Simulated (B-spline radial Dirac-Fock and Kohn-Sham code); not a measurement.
# Kohn-Sham estimates against Dirac-Fock for the levels of Xe

System: the Xe atom, [Kr] 4d10 5s2 5p6.

The density-functional columns are spherical, spin-unpolarised Dirac-Kohn-Sham results without Breit or QED terms: −ε is minus the orbital energy of the initial state and ΔSCF the difference of two total energies. The reference in the last column comes from ΔSCF Dirac-Fock with Breit, self-energy and vacuum polarisation, finite nucleus, configuration average. All numbers are from a B-spline atomic structure program, in eV; a selection of levels is shown. For the 1s level of heavy atoms much of the gap between ΔSCF and the reference is the Breit and QED part, -123.4 eV here; for other levels the error of the functional can be larger.

| level | PBE0 −ε | PBE −ε | PBE ΔSCF | LDA −ε | Dirac-Fock |
| --- | --- | --- | --- | --- | --- |
| K | 34447.0 | 34344.2 | 34714.3 | 34306.6 | 34563.5 |
| L1 | 5384.9 | 5343.2 | 5408.8 | 5338.4 | 5458.9 |
| L2 | 5055.6 | 5020.0 | 5102.4 | 5018.2 | 5107.6 |
| L3 | 4730.6 | 4695.4 | 4772.0 | 4694.0 | 4787.1 |
| M1 | 1112.6 | 1092.9 | 1114.8 | 1091.5 | 1151.4 |
| M2 | 975.4 | 958.6 | 981.4 | 958.1 | 1005.5 |
| M3 | 913.3 | 896.9 | 918.8 | 896.5 | 943.3 |
| M4 | 672.7 | 660.6 | 685.2 | 660.8 | 689.2 |
| M5 | 659.7 | 647.5 | 671.8 | 647.8 | 676.5 |
| N1 | 205.6 | 197.2 | 207.0 | 196.8 | 222.6 |
| N2 | 156.4 | 149.7 | 159.1 | 149.5 | 169.2 |
| N3 | 144.0 | 137.4 | 146.5 | 137.1 | 156.8 |
| N4 | 64.09 | 60.49 | 68.89 | 60.57 | 68.49 |
| N5 | 62.07 | 58.51 | 66.82 | 58.57 | 66.52 |
| O1 | 21.93 | 19.71 | 24.66 | 19.96 | 26.43 |
| O2 | 10.41 | 9.09 | 13.49 | 9.26 | 12.54 |
| O3 | 9.12 | 7.85 | 12.11 | 8.00 | 11.23 |

Q: Order the estimates of the K (1s) level by their distance from the Dirac-Fock value, nearest first.
A. PBE ΔSCF
B. PBE −ε
C. LDA −ε
D. PBE0 −ε

A: D (116.5 eV), A (150.8 eV), B (219.3 eV), C (256.9 eV).

An eigenvalue near the reference for a deep level is a cancellation of errors: it lacks relaxation, carries self-interaction and omits Breit and QED terms.

For the outermost level NIST gives 12.12984 eV (measured); the differences from it are PBE0 −ε -3.01, PBE −ε -4.28, PBE ΔSCF -0.02, LDA −ε -4.13, Dirac-Fock -0.90 eV.

Values without a named source are computed, but for edge energies of neutral atoms, which are taken from tables.
